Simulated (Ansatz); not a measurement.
A nudged elastic band was laid between two geometries of H2O + H6OSi2 (12 atoms, charge 0, multiplicity 1).

Method: Ansatz, RKS revPBE-D4/def2-SVP.

```json
{"movable images": "5", "climbing image": "yes", "spring": "5.0 eV/Å²", "optimiser": "quadratic models (default)", "start path": "through a guess of the saddle point", "force threshold": "0.03 eV/Å", "iteration limit": "60", "end points": "relaxed"}
```

First end point:

```xyz
12
Properties=species:S:1:pos:R:3
Si -0.142 0.180 0.109
O -0.323 -0.401 1.698
Si -1.456 -0.250 2.938
H -2.527 -1.299 2.790
H -0.737 -0.456 4.240
H -2.093 1.114 2.909
H 1.283 0.562 -0.132
H -1.012 1.408 -0.008
H -0.633 -0.831 -0.885
O 1.500 -2.260 0.687
H 0.806 -2.899 0.435
H 1.093 -1.822 1.463
```

Last end point:

```xyz
12
Properties=species:S:1:pos:R:3
Si 0.204 -0.477 -0.665
O 0.264 0.068 2.715
Si -1.248 -0.281 3.356
H -2.292 -0.498 2.281
H -1.246 -1.526 4.217
H -1.652 0.894 4.198
H 1.171 0.658 -0.544
H -1.211 -0.004 -0.479
H 0.324 -1.133 -2.016
O 0.662 -1.587 0.553
H 0.194 -2.441 0.533
H 0.589 -0.626 2.094
```

(1) Which bonds break or form, and what moves?

(2) What energy profile does the band end with?

(3) What is the geometry of the highest image?

(4) What are the harmonic wavenumbers there?

The band took 28 iterations and of the order of 14 core-minutes.

## Answers

(1) Bonds broken: Si1–O2, O10–H12. Bonds formed: Si1–O10, O2–H12. H2O + H6OSi2 becomes H4OSi + H4OSi.

(2) It converged. The highest image is number 3 of 0 to 6, 0.99 eV above the first end and 0.93 eV above the last; the last end lies 0.06 eV above the first. A vibrational analysis at the climbing image gives one clearly imaginary mode, 625i cm⁻¹: a first-order saddle point. The orbitals stay closed-shell, which can raise the energy where a bond breaks towards radicals; this wasn't checked here.

| image | path coordinate (Å) | energy (eV) | Si1–O2 (Å) | O10–H12 (Å) | Si1–O10 (Å) |
| --- | --- | --- | --- | --- | --- |
| 0 | 0.00 | 0.00 | 1.70 | 0.98 | 3.00 |
| 1 | 1.50 | 0.00 | 1.70 | 0.98 | 2.97 |
| 2 | 3.00 | 0.08 | 1.71 | 0.98 | 2.84 |
| 3 | 4.50 | 0.99 | 1.99 | 1.15 | 1.92 |
| 4 | 5.51 | 0.22 | 2.63 | 1.70 | 1.73 |
| 5 | 6.53 | 0.08 | 3.18 | 1.81 | 1.71 |
| 6 | 7.54 | 0.06 | 3.42 | 1.82 | 1.71 |

(3) 
```xyz
12
Properties=species:S:1:pos:R:3:forces:R:3
Si 0.012 -0.411 -0.046 0.00 0.00 0.00
O -0.184 -0.491 1.932 0.00 -0.01 0.00
Si -1.364 -0.062 3.046 0.00 0.00 0.00
H -2.702 0.049 2.362 0.00 0.00 0.00
H -1.441 -1.123 4.113 0.00 0.00 0.00
H -1.042 1.257 3.699 0.00 0.00 0.00
H 0.677 0.929 -0.046 0.00 0.00 0.00
H -1.498 -0.385 -0.134 0.00 0.00 0.00
H 0.322 -0.991 -1.426 0.00 0.00 0.00
O 1.218 -1.700 0.706 0.00 0.00 -0.01
H 1.097 -2.607 0.367 0.00 0.00 0.00
H 0.664 -1.418 1.669 0.00 0.01 0.01
```

(4) 625i, 30, 52, 124, 161, 391, 486, 511, 623, 654, 697, 715, 774, 804, 907, 920, 930, 966, 989, 1064, 1095, 1244, 1921, 2025, 2105, 2155, 2157, 2160, 2204, 3722 cm⁻¹.

The run took 8.3 min on 2 threads of Intel(R) Xeon(R) Processor @ 2.50GHz (Skylake/Cascade Lake), on a shared host, peak memory 0.15 GiB.
